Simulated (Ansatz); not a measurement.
Reaction (redistribution): `[CH3][Nb]([NH2])(=[O])[F]` + `[O]=[Ta]([OH])([OH])[Cl]` → `[CH3][Nb](=[O])([F])[Cl]` + `[NH2][Ta](=[O])([OH])[OH]`

Program: Ansatz. Geometries: PBE0-D4/def2-TZVP. ΔE: electronic, gas phase. CBS: MP2 limit from def2 TZ/QZ plus the TZ coupled-cluster correction, frozen cores. DFT in def2-TZVPP. B3LYP here is the variant with VWN-RPA as its local correlation; programs differ in this. HSE06 is defined as in plane-wave codes. Elements past krypton have def2 core potentials. For Nb, Ta outer-core shells are correlated without core-valence functions, which leaves a few kJ/mol of doubt a bond. One conformer a species, not always the lowest.

```tsv
level	ΔE (kJ/mol)	difference from CCSD(T)/CBS
LDA (SPW92)	-7.6	0.6
PBE-D4	-7.2	1.0
revPBE-D4	-6.8	1.4
BLYP-D4	-7.6	0.6
B97M-V	-7.8	0.4
B3LYP-D4	-7.9	0.3
r2SCANh-D4	-8.0	0.2
r2SCAN0-D4	-8.1	0.1
HSE06-D4	-7.6	0.6
BHLYP-D4	-8.5	-0.3
CAM-B3LYP-D4	-7.7	0.5
ωB97X-V	-7.3	0.9
ωB97M-V	-6.9	1.3
B2PLYP	-7.8	0.4
PBE-QIDH	-7.9	0.3
PBE	-7.3	0.9
revPBE	-7.1	1.1
BLYP	-7.6	0.6
r2SCAN	-8.0	0.2
PBE0	-7.6	0.6
B3LYP	-7.9	0.3
r2SCANh	-8.0	0.2
HSE06	-7.6	0.6
BHLYP	-8.5	-0.3
CAM-B3LYP	-7.7	0.5
LC-ωPBE	-7.6	0.6
RPA@PBE/def2-TZVPP	-7.4	0.8
HF/def2-SVP	-6.6	1.6
MP2/def2-SVP	-5.1	3.1
CCSD/def2-SVP	-5.8	2.4
CCSD(T)/def2-SVP	-5.0	3.2
HF/def2-TZVPP	-9.2	-1.0
MP2/def2-TZVPP	-8.1	0.1
SCS-MP2/def2-TZVPP	-8.3	-0.1
CCSD/def2-TZVPP	-8.5	-0.3
CCSD(T)/def2-TZVPP	-7.6	0.6
HF/def2-QZVPP	-9.4	-1.2
MP2/def2-QZVPP	-8.5	-0.3
HF/CBS(def2)	-9.4	-1.2
MP2/CBS(def2)	-8.7	-0.5
CCSD(T)/CBS	-8.2	0
```

Largest T1 diagnostic among the species: 0.022, so the coupled-cluster value is less sure than usual.

At CCSD(T), def2-SVP lies +3.2 kJ/mol from the extrapolated value and def2-TZVPP +0.6 kJ/mol. Leaving LDA and LC-ωPBE aside and taking each functional with its dispersion term where it has one, the values spread over 1.7 kJ/mol, from BHLYP-D4 to revPBE-D4.

CCSD(T)/CBS has its own doubt, a few kJ/mol and more with outer-core shells, so smaller differences from it don't rank the levels.
